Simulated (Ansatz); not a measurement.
A nudged elastic band was laid between two geometries of C₂H₅FOSi (10 atoms, charge 0, multiplicity 1).

The calculation used Ansatz, RKS PBE-D4/def2-SVP.

| Property | Result |
| --- | --- |
| movable images | 7 |
| climbing image | yes |
| spring | 5.0 eV/Å² |
| optimiser | quadratic models (default) |
| start path | IDPP |
| force threshold | 0.05 eV/Å |
| iteration limit | 60 |
| end points | relaxed |

Image 0:

```xyz
10
Properties=species:S:1:pos:R:3
C -1.049 -0.530 0.749
C 0.371 -0.441 0.246
O 0.512 -0.653 -1.249
Si 0.998 0.900 -0.824
F 0.024 2.128 -1.279
H -1.724 0.179 0.230
H -1.083 -0.308 1.835
H -1.448 -1.556 0.598
H 1.083 -1.086 0.802
H 2.399 1.316 -1.104
```

Image 8:

```xyz
10
Properties=species:S:1:pos:R:3
C -1.102 -0.682 0.511
C 0.298 -0.550 -0.034
O 0.362 -0.016 -1.452
Si 1.115 1.046 -0.387
F 0.351 2.456 -0.087
H -1.675 -1.433 -0.075
H -1.659 0.275 0.476
H -1.070 -1.025 1.565
H 0.905 -1.474 0.064
H 2.558 1.353 -0.579
```

(1) Which bonds break or form, and what moves?

(2) What energy profile does the band end with?

(3) What is the geometry of the highest image?

(4) What are the harmonic wavenumbers there?

Results:

(1) No bond is made or broken. The dihedral H7–C1–C2–Si4 goes from -108 to 12°. The two ends are copies of one structure, up to a mirror image or an exchange of like atoms.

(2) The forces met the threshold. The highest image is number 4 of 0 to 8, 0.112 eV above the ends, which have the same energy within 2 meV. A vibrational analysis at the climbing image gives one clearly imaginary mode, 212i cm⁻¹: a first-order saddle point.

```csv
image,path coordinate (Å),energy (eV),dihedral H7–C1–C2–Si4 (°)
0,0.00,0.000,-108
1,0.41,0.016,-93
2,0.83,0.055,-77
3,1.24,0.095,-62
4,1.66,0.112,-47
5,2.07,0.095,-32
6,2.48,0.055,-17
7,2.89,0.016,-3
8,3.30,0.000,12
```

(3) 
```xyz
10
Properties=species:S:1:pos:R:3
C -1.098 -0.643 0.590
C 0.321 -0.545 0.050
O 0.402 -0.205 -1.431
Si 1.101 1.011 -0.506
F 0.291 2.424 -0.400
H -1.804 -0.513 -0.254
H -1.334 0.135 1.344
H -1.294 -1.633 1.048
H 0.962 -1.421 0.277
H 2.537 1.340 -0.717
```

(4) 212i, 132, 252, 360, 417, 506, 673, 694, 812, 835, 913, 956, 1020, 1072, 1128, 1268, 1330, 1404, 1413, 2242, 2977, 3023, 3064, 3075 cm⁻¹.

Time of the run: 49 s on 2 threads of Arm Neoverse V2, on a shared host, peak memory 0.13 GiB.
